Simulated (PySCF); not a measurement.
Compound: C₇H₁₂SSi.
Atom-mapped SMILES: `[CH2:1]=[CH:2][CH:3]([CH:4]=[CH2:5])/[CH:6]=[CH:7]/[S:8][SiH3:9]` (hydrogens: H10, H11 on C1; H12 on C2; H13 on C3; H14 on C4; H15, H16 on C5; H17 on C6; H18 on C7; H19, H20, H21 on Si9)

The same species was optimised twice, with GFN2-xTB and with PBE0-D3(BJ)/def2-SVP (PySCF), and the same property calculations (PySCF, gas phase) were run on both structures.

```json
{"coordinate": "C6=C7 (Å)", "GFN2-xTB": "1.323", "PBE0-D3(BJ)/def2-SVP": "1.338", "change": "+0.015"}
{"coordinate": "C1=C2 (Å)", "GFN2-xTB": "1.319", "PBE0-D3(BJ)/def2-SVP": "1.333", "change": "+0.014"}
{"coordinate": "C4=C5 (Å)", "GFN2-xTB": "1.320", "PBE0-D3(BJ)/def2-SVP": "1.333", "change": "+0.013"}
{"coordinate": "C7–S8 (Å)", "GFN2-xTB": "1.756", "PBE0-D3(BJ)/def2-SVP": "1.761", "change": "+0.005"}
{"coordinate": "C3–C4 (Å)", "GFN2-xTB": "1.510", "PBE0-D3(BJ)/def2-SVP": "1.512", "change": "+0.002"}
{"coordinate": "C3–C6 (Å)", "GFN2-xTB": "1.504", "PBE0-D3(BJ)/def2-SVP": "1.505", "change": "+0.001"}
{"coordinate": "C2–C3 (Å)", "GFN2-xTB": "1.505", "PBE0-D3(BJ)/def2-SVP": "1.506", "change": "+0.001"}
{"coordinate": "S8–Si9 (Å)", "GFN2-xTB": "2.150", "PBE0-D3(BJ)/def2-SVP": "2.149", "change": "-0.001"}
{"coordinate": "C7–S8–Si9 (°)", "GFN2-xTB": "105.4", "PBE0-D3(BJ)/def2-SVP": "103.2", "change": "-2.2"}
{"coordinate": "C6–C7–S8 (°)", "GFN2-xTB": "127.4", "PBE0-D3(BJ)/def2-SVP": "129.3", "change": "+1.9"}
{"coordinate": "C3–C4–C5 (°)", "GFN2-xTB": "124.5", "PBE0-D3(BJ)/def2-SVP": "125.8", "change": "+1.3"}
{"coordinate": "C2–C3–C4 (°)", "GFN2-xTB": "111.9", "PBE0-D3(BJ)/def2-SVP": "112.9", "change": "+1.0"}
{"coordinate": "C2–C3–C6 (°)", "GFN2-xTB": "112.5", "PBE0-D3(BJ)/def2-SVP": "113.5", "change": "+1.0"}
{"coordinate": "C4–C3–C6 (°)", "GFN2-xTB": "107.6", "PBE0-D3(BJ)/def2-SVP": "108.6", "change": "+1.0"}
{"coordinate": "C1–C2–C3 (°)", "GFN2-xTB": "125.7", "PBE0-D3(BJ)/def2-SVP": "126.2", "change": "+0.5"}
{"coordinate": "C3–C6–C7 (°)", "GFN2-xTB": "123.5", "PBE0-D3(BJ)/def2-SVP": "123.9", "change": "+0.4"}
{"coordinate": "C1–C2–C3–C4 (°)", "GFN2-xTB": "-130", "PBE0-D3(BJ)/def2-SVP": "-131", "change": "-1"}
{"coordinate": "C2–C3–C4–C5 (°)", "GFN2-xTB": "27", "PBE0-D3(BJ)/def2-SVP": "19", "change": "-8"}
{"coordinate": "C2–C3–C6–C7 (°)", "GFN2-xTB": "117", "PBE0-D3(BJ)/def2-SVP": "117", "change": "0"}
{"coordinate": "C6–C7–S8–Si9 (°)", "GFN2-xTB": "11", "PBE0-D3(BJ)/def2-SVP": "2", "change": "-9"}
```

Rotational constants: A = 1807, B = 553.1, C = 537.0 MHz (GFN2-xTB) against A = 1800, B = 537.0, C = 520.7 MHz (PBE0-D3(BJ)/def2-SVP). Point groups within 0.08 Å: C1 and C1.

On the GFN2-xTB structure: HOMO (eV) -6.45 [PBE0/pcSseg-1]; LUMO (eV) -0.31 [PBE0/pcSseg-1]; dipole (D) 1.28 [PBE0/pcSseg-1]; GIAO shielding of C1/C5 (mean) (ppm) 64.0 [PBE0/pcSseg-1]; GIAO shielding of C2/C4 (mean) (ppm) 37.7 [PBE0/pcSseg-1]; GIAO shielding of C3 (ppm) 132.4 [PBE0/pcSseg-1]; GIAO shielding of C6 (ppm) 50.0 [PBE0/pcSseg-1]; GIAO shielding of C7 (ppm) 54.5 [PBE0/pcSseg-1]; GIAO shielding of S8 (ppm) 614.3 [PBE0/pcSseg-1]; GIAO shielding of Si9 (ppm) 412.8 [PBE0/pcSseg-1].

Problem. What do these properties become on the PBE0-D3(BJ)/def2-SVP structure?

Solution. 
```
                                    property          level  on GFN2-xTB  on PBE0-D3(BJ)/def2-SVP  change
                                   HOMO (eV)  PBE0/pcSseg-1        -6.45                    -6.56   -0.11
                                   LUMO (eV)  PBE0/pcSseg-1        -0.31                    -0.42   -0.11
                                  dipole (D)  PBE0/pcSseg-1         1.28                     1.09   -0.19
energy, GFN2-xTB geometry as zero (kcal/mol)  PBE0/pcSseg-1          0.0                     -2.1    -2.1
        GIAO shielding of C1/C5 (mean) (ppm)  PBE0/pcSseg-1         64.0                     60.5    -3.5
        GIAO shielding of C2/C4 (mean) (ppm)  PBE0/pcSseg-1         37.7                     35.7    -2.0
                  GIAO shielding of C3 (ppm)  PBE0/pcSseg-1        132.4                    131.0    -1.4
                  GIAO shielding of C6 (ppm)  PBE0/pcSseg-1         50.0                     48.9    -1.1
                  GIAO shielding of C7 (ppm)  PBE0/pcSseg-1         54.5                     51.8    -2.7
                  GIAO shielding of S8 (ppm)  PBE0/pcSseg-1        614.3                    605.9    -8.4
                 GIAO shielding of Si9 (ppm)  PBE0/pcSseg-1        412.8                    410.7    -2.1
```

The heavy atoms differ by 0.093 Å rms after alignment. Among bonds between heavy atoms C1=C2 and C6=C7 change most and about equally (+0.014 to +0.015 Å). Changes are differences of the printed values. Neither structure is proved a minimum here.

The values belong to the conformer `[CH2:1]=[CH:2][CH:3]([CH:4]=[CH2:5])/[CH:6]=[CH:7]/[S:8][SiH3:9]`: C1–C2–C3–C4 -131°, C2–C3–C4–C5 19°, C2–C3–C6–C7 117°, C6–C7–S8–Si9 2°.
